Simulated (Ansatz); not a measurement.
`C[O][Ga]([F])[Cl]` → Cl• + `C[O][Ga][F]`•  (homolysis of the Cl–Ga bond)

Computed with Ansatz on PBE0-D4/def2-TZVP structures; ΔE is electronic, products minus reactants. CCSD(T)/CBS is the MP2 limit (def2-TZVPP, def2-QZVPP) plus CCSD(T) − MP2 in def2-TZVPP, frozen cores. This one scheme is used for every species, atoms too. Open shells (•) are unrestricted, without spin–orbit coupling. Spin–orbit coupling would lower the free atoms: a little for Cl. Bonds to Ga are less sure, by a few kJ/mol each and by 10 to 20 or more in all where they break to atoms, as the def2 sets lack core-valence functions. Scalar relativity is left out up to krypton. Each species was taken in one conformer, which may not be the lowest.

```tsv
species	CCSD(T)/CBS(def2) energy (Eh)
`C[O][Ga]([F])[Cl]`	-2598.65197
Cl•	-459.70966
`C[O][Ga][F]`•	-2138.77507
```

Question: Work out ΔE.

Answer: ΔE = (-459.70966) + (-2138.77507) − (-2598.65197) = 0.16724 Eh = +104.9 kcal/mol.

Largest T1 diagnostic among the species: 0.017.

At CCSD(T), def2-SVP lies −6.6 kcal/mol from the extrapolated value and def2-TZVPP −3.7 kcal/mol: correlation converges slowly with the basis, and small sets miss more of it in the bonded molecule than in its fragments. In def2-TZVPP, CCSD(T) changes the Hartree–Fock value by +23.1 kcal/mol (the triples alone add +1.8 kcal/mol) and MP2 by +27.2 kcal/mol; breaking electron pairs costs correlation energy, which Hartree–Fock lacks. Leaving LDA and LC-ωPBE aside and taking each functional with its dispersion term where it has one, the values, not all of them listed here, spread over 9.4 kcal/mol, from BLYP-D4 to B97M-V. LDA lies +14.6 kcal/mol from PBE without D4, its usual overbinding.
